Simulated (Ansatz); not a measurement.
One change: `F[SiH2][GaH2]` becomes `[OH][GaH][SiH2]F`.

Ansatz, PBE0-D4/def2-TZVP geometries, multiplicity 1. Each molecule was computed in one conformer, which needn't be the lowest.

Scalar relativity is left out up to krypton.

| property | `F[SiH2][GaH2]` |
| --- | --- |
| HOMO–LUMO gap (ωB97M-V/def2-TZVPP) / eV | 9.15 |
| LUMO energy (B3LYP/def2-TZVPP) / eV | -2.57 |
| size of the dipole moment (PBE/def2-TZVPP) / D | 1.13 |
| LUMO energy (PBE/def2-TZVPP) / eV | -3.10 |
| HOMO–LUMO gap (B3LYP/def2-TZVPP) / eV | 4.93 |
| HOMO energy (PBE/def2-TZVPP) / eV | -6.56 |

Task: Give the same properties after the change, and the shifts. (Estimate.)

Result: The calculation gave: 
| property | `[OH][GaH][SiH2]F` | shift |
| --- | --- | --- |
| HOMO–LUMO gap (ωB97M-V/def2-TZVPP) / eV | 9.82 | 0.67 |
| LUMO energy (B3LYP/def2-TZVPP) / eV | -1.98 | 0.59 |
| size of the dipole moment (PBE/def2-TZVPP) / D | 1.28 | 0.15 |
| LUMO energy (PBE/def2-TZVPP) / eV | -2.48 | 0.62 |
| HOMO–LUMO gap (B3LYP/def2-TZVPP) / eV | 5.58 | 0.65 |
| HOMO energy (PBE/def2-TZVPP) / eV | -6.55 | 0.01 |

With PBE0 the HOMO falls by 0.07 eV and the LUMO rises by 0.57 eV, so the gap widens by about 0.64 eV. PBE moves the HOMO by 0.01 eV and ωB97M-V by -0.09 eV. The zero-point energy changes by 20.6 kJ/mol with +3 modes. Dipoles are sizes alone; their direction can turn.

B3LYP here is the variant with VWN-RPA as its local correlation; programs differ in this.
